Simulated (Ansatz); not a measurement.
Molecule: iminoborane, sum formula BNH$_{2}$ (charge 0, singlet). SMILES: B=N
Geometry: optimised at B3LYP-D3(BJ)/def2-TZVP (Ansatz, a quantum-chemistry and plane-wave program).

Atomisation energy built up term by term with Ansatz (kcal/mol; UHF references for open shells; valence terms freeze the core; atomic spin-orbit terms are left out). CBS marks a two-point X^-3 extrapolation of the correlation energy; Hartree-Fock from the larger set.

```tsv
term	basis	kcal/mol
Hartree-Fock	aug-cc-pVQZ	…
CCSD correlation	CBS(aug-cc-pVTZ,aug-cc-pVQZ)	96.54
(T)	CBS(aug-cc-pVTZ,aug-cc-pVQZ)	…
CCSDT - CCSD(T)	cc-pVDZ	0.03
(Q)	cc-pVDZ	0.52
core correlation	cc-pwCVTZ	2.19
scalar relativity (X2C)	cc-pVTZ-DK against cc-pVTZ	-0.30
sum: De		…
```

Question: Some entries are withheld; supply them.

Answer: 
- Hartree-Fock, kcal/mol: 248.59
- (T), kcal/mol: 7.45
- sum: De, kcal/mol: 355.0
